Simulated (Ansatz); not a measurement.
Cost and result for the atomization energy of ClFGaH$_{2}$N, SMILES `[NH2][Ga]([F])[Cl]` (6 atoms, 5 bonds).

```csv
atom,x (Å),y (Å),z (Å)
N1,-0.338,-0.788,0.619
Ga2,0.247,0.596,-0.355
F3,1.645,1.483,0.189
Cl4,-0.704,1.292,-2.114
H5,0.204,-1.171,1.374
H6,-1.053,-1.412,0.288
```

Charge 0, multiplicity 1. Correlated methods include outer-core shells of Ga, which these sets cover unevenly. Scalar relativity is left out up to krypton. All single points use the PBE0-D4/def2-TZVP geometry. It is one conformer, not always the lowest. Program: Ansatz. All runs use 2 threads of a server CPU on a shared host. Times are those of one run each, without the atoms' runs, and a repeat can differ threefold. Electronic energies, without spin–orbit coupling; frozen cores. CCSD(T)/CBS adds CCSD(T) − MP2 in def2-TZVPP to the MP2 limit, and its time is that of the two runs behind it. T1 = 0.013. With those shells the extrapolation isn't a true limit. B3LYP takes the VWN-RPA correlation (the form of Gaussian; ORCA's B3LYP/G).

CCSD(T)/CBS is a level of theory with its own doubt, some kJ/mol a heavy atom from the limit and from the frozen cores, so smaller differences don't rank the functionals.

| level | functions | wall time |
| --- | --- | --- |
| revPBE-D4/def2-TZVPP | 180 | 2.5 s |
| BLYP-D4/def2-TZVPP | 180 | 2.5 s |
| BHLYP-D4/def2-TZVPP | 180 | 4 s |
| CAM-B3LYP-D4/def2-TZVPP | 180 | 4.1 s |
| CCSD(T)/def2-SVP | 88 | 4.8 s |
| B3LYP-D4/def2-TZVPP (with forces) | 180 | 4.9 s |
| B2PLYP/def2-TZVPP | 180 | 6.5 s |
| r2SCANh-D4/def2-TZVPP | 180 | 7.5 s |
| ωB97X-V/def2-TZVPP | 180 | 9.5 s |
| B97M-V/def2-TZVPP | 180 | 11 s |
| MP2/def2-QZVPP | 333 | 19 s |
| CCSD(T)/def2-TZVPP | 180 | 92 s |
| CCSD(T)/CBS(def2) | – | 110 s |

(1) What atomization energy does each give, and how far from CCSD(T)/CBS? (Best estimate.)

Results:

(1) Computed: 
```tsv
level	atomization (kcal/mol)	difference from CCSD(T)/CBS	per bond
revPBE-D4/def2-TZVPP	455.3	-11.3	-2.3
BLYP-D4/def2-TZVPP	458.8	-7.8	-1.6
BHLYP-D4/def2-TZVPP	440.4	-26.2	-5.2
CAM-B3LYP-D4/def2-TZVPP	463.0	-3.6	-0.7
CCSD(T)/def2-SVP	430.0	-36.6	-7.3
B3LYP-D4/def2-TZVPP (with forces)	457.1	-9.5	-1.9
B2PLYP/def2-TZVPP	457.5	-9.1	-1.8
r2SCANh-D4/def2-TZVPP	458.9	-7.7	-1.5
ωB97X-V/def2-TZVPP	466.7	0.1	0.0
B97M-V/def2-TZVPP	463.1	-3.5	-0.7
MP2/def2-QZVPP	478.1	11.5	2.3
CCSD(T)/def2-TZVPP	452.8	-13.8	-2.8
CCSD(T)/CBS(def2)	466.6	0.0	0.0
```

From BLYP to BHLYP (50 % exact exchange), in def2-TZVPP and without D4, the atomization energy moves by −16.4 kcal/mol: exact exchange takes away binding that semilocal exchange gives to molecules. The D4 term adds +4.6 kcal/mol with B3LYP and +2.4 kcal/mol with PBE0; it sums over pairs of atoms, weighted by their polarisabilities, and B3LYP, whose exchange is more repulsive, gets the larger term. At CCSD(T), def2-SVP lies −36.6 kcal/mol from the extrapolated value and def2-TZVPP −13.8 kcal/mol: correlation converges slowly with the basis, and small sets miss more of it in the bonded molecule than in its fragments.
